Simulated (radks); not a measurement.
The caesium anion Cs-, [Xe] 6s2, held by a Watson sphere: a shell of charge +1 at radius R that stands for the Madelung well of a crystal (potential energy -1/R inside, -1/r outside, in hartree with lengths in bohr). All-electron calculation, scalar-relativistic Kohn-Sham, LB94 model potential, spin-polarised, spherical densities, point nucleus. Program: a radial shooting solver on a logarithmic mesh with Libxc functionals. Response by self-consistent Sternheimer equations with the Hartree and adiabatic LDA kernel, the relativistic mass of each level held fixed and spin-orbit coupling left out. The sphere does not respond.

| R (bohr) | e(5s) (eV) | e(5p) (eV) | e(6s) (eV) | <r> 6s (bohr) | sum of <r^2> (bohr^2) | X-ray form factor at sin(theta)/lambda = 0.2 1/angstrom | alpha (bohr^3) |
|---|---|---|---|---|---|---|---|
| 2.87 | -33.439 | -19.788 | -5.752 | 4.576 | 97.48 | 43.981 | 204.9 |
| 3.25 | -32.737 | -19.109 | -5.691 | 4.635 | 99.00 | 43.969 | 213.5 |
| 4.1 | -31.673 | -18.043 | -5.417 | 4.836 | 103.5 | 43.973 | 251.1 |
| 4.19 | -31.591 | -17.959 | -5.381 | 4.859 | 104.0 | 43.974 | 256.3 |
| 5.14 | -30.929 | -17.287 | -4.974 | 5.112 | 109.8 | 43.987 | 319.9 |
| 5.19 | -30.902 | -17.260 | -4.952 | 5.124 | 110.1 | 43.987 | 323.6 |
| 5.88 | -30.576 | -16.929 | -4.660 | 5.288 | 114.1 | 43.991 | 376.4 |
